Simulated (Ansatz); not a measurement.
Total energies of In10N11H28⁺, a nanocrystal cut from wurtzite InN (hydrogen-capped) from Ansatz at PBE0-D4/def2-SVP, gas phase (1 Eh = 27.2114 eV = 2625.5 kJ/mol). The reference geometry is relaxed at r2SCAN-D4/def2-SVP.

Cartesian coordinates in Å:
```
In -0.439 3.952 0.296
N 0.146 3.663 2.420
N -0.983 1.973 -0.322
In -1.359 0.647 1.382
In -2.471 -0.997 -1.596
N -1.968 -1.233 0.509
N -3.015 -3.019 -2.245
In -3.567 -4.444 -0.597
In 1.490 2.026 3.093
N 0.686 0.308 2.097
In -0.620 -2.843 1.085
N -1.424 -4.605 0.059
N 1.600 4.203 -0.548
In 0.292 1.254 -1.965
N -0.519 -0.670 -2.472
In 3.193 2.660 -0.371
N 3.254 2.553 1.850
N 2.163 0.863 -0.898
In 2.150 -0.600 0.729
In 0.940 -2.328 -2.251
N 1.158 -2.342 -0.042
H -1.439 5.322 0.055
H -0.729 3.549 2.946
H 0.519 4.551 2.775
H -1.908 2.097 -0.758
H -2.363 1.386 2.584
H -3.698 0.179 -1.905
H -2.861 -1.464 0.967
H -3.791 -2.965 -2.912
H -2.240 -3.432 -2.775
H -4.318 -3.454 0.604
H -4.007 -5.937 -1.322
H 1.816 2.074 4.775
H 0.581 -0.387 2.850
H -0.457 -3.055 2.793
H -1.321 -5.427 0.662
H -0.854 -4.813 -0.768
H 1.978 5.096 -0.212
H 1.472 4.364 -1.554
H 0.487 2.466 -3.188
H -0.680 -0.621 -3.488
H 4.682 3.159 -1.055
H 3.645 3.433 2.204
H 3.979 1.862 2.080
H 2.752 0.414 -1.614
H 3.706 -0.746 1.479
H 0.075 -3.787 -2.660
H 2.447 -1.772 -2.908
H 1.818 -3.113 0.132
```

| state | geometry | energy (Eh) |
| --- | --- | --- |
| charge 1 singlet | reference | -2519.54810 |
| charge 2 doublet | reference | -2519.14333 |
| charge 2 doublet | relaxed at r2SCAN-D4/def2-SVP | -2519.15306 |
| charge 0 doublet | reference | -2519.64551 |
| charge 0 doublet | relaxed at r2SCAN-D4/def2-SVP | -2519.67053 |

In the def2 sets In takes a core potential; there is no spin–orbit coupling. Single mean-field runs in def2-SVP are fitted with def2-universal-jkfit.

Question: Work out the vertical ionisation energy to the doublet.

Answer: E(charge 2 doublet) − E(charge 1 singlet) = -2519.14333 − (-2519.54810) = 0.40477 Eh = 11.01 eV. For comparison, −ε of the highest occupied level is 9.80 eV at this level, 1.21 eV less.

Question: Work out the vertical electron affinity, to the doublet.

Answer: E(charge 1 singlet) − E(charge 0 doublet) = -2519.54810 − (-2519.64551) = 0.09741 Eh = 2.65 eV.

Question: Give the fundamental gap IE − EA, the Mulliken electronegativity (IE + EA)/2 and the hardness (IE − EA)/2.

Answer: From the values in Eh: IE − EA = 0.40477 − 0.09741 = 0.30736 Eh = 8.36 eV; (IE + EA)/2 = 6.83 eV; (IE − EA)/2 = 4.18 eV. The HOMO–LUMO gap of the same run is 6.14 eV, 2.22 eV smaller than the fundamental gap.

Question: How much does the charge 2 doublet relax, and what is the adiabatic ionisation energy?

Answer: Relaxation: -2519.14333 − (-2519.15306) = 0.00973 Eh = 0.26 eV. Adiabatic ionisation energy: 0.39504 Eh = 10.75 eV, without zero-point energy. 

Question: How much does the charge 0 doublet relax, and what is the adiabatic electron affinity?

Answer: Relaxation: -2519.64551 − (-2519.67053) = 0.02502 Eh = 0.68 eV. Adiabatic electron affinity: 0.12243 Eh = 3.33 eV, without zero-point energy.
